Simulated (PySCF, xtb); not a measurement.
CH2I, SMILES [CH2]I, multiplicity 2.

Harmonic wavenumbers (cm⁻¹) from xtb with GFN2-xTB at its own minimum, in rising order: 258, 694, 880, 1313, 3139, 3204.

Q: What does PySCF with B3LYP-D3(BJ)/def2-TZVP give at its own minimum? (The exact figures need the calculation; the answer reports its results.)

A: 184, 618, 852, 1360, 3168, 3320. Paired by order, the mean absolute difference is 62 cm⁻¹ and the zero-point energies are 13.6 and 13.6 kcal/mol.
